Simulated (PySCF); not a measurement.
# P⁺ (phosphorus, charge +1) across methods

[Ne] 3s1 3p2 3d1, one real determinant (an excited configuration). Calculation: PySCF 2.14, in dyall-av3z (19s12p3d2f, 84 functions); scalar relativity by spin-free X2C-1e.

```json
{"method": "PBE0", "E (hartree)": "-340.9401", "mean ε 3s α (eV)": "-29.843", "mean ε 3p α (eV)": "-19.620", "mean ε 3d α (eV)": "-6.959", "Σ⟨r²⟩ (bohr²)": "28.78", "⟨S²⟩": "6.000"}
{"method": "CAM-B3LYP", "E (hartree)": "-341.0609", "mean ε 3s α (eV)": "-31.081", "mean ε 3p α (eV)": "-20.734", "mean ε 3d α (eV)": "-7.728", "Σ⟨r²⟩ (bohr²)": "27.90", "⟨S²⟩": "6.000"}
{"method": "UHF", "E (hartree)": "-340.56418", "mean ε 3s α (eV)": "-35.519", "mean ε 3p α (eV)": "-23.597", "mean ε 3d α (eV)": "-8.253", "Σ⟨r²⟩ (bohr²)": "28.88", "⟨S²⟩": "6.000"}
{"method": "LC-wPBE", "E (hartree)": "-340.9559", "mean ε 3s α (eV)": "-32.884", "mean ε 3p α (eV)": "-22.410", "mean ε 3d α (eV)": "-8.857", "Σ⟨r²⟩ (bohr²)": "27.23", "⟨S²⟩": "6.000"}
{"method": "B3LYP", "E (hartree)": "-341.0779", "mean ε 3s α (eV)": "-29.219", "mean ε 3p α (eV)": "-19.118", "mean ε 3d α (eV)": "-6.735", "Σ⟨r²⟩ (bohr²)": "28.62", "⟨S²⟩": "6.000"}
```

⟨L²⟩ = 7.27 against 12 for a pure F term, so this real determinant mixes terms. The outer electron is Rydberg-like, and this basis confines it to a smaller radius and binds it less than a complete one would.
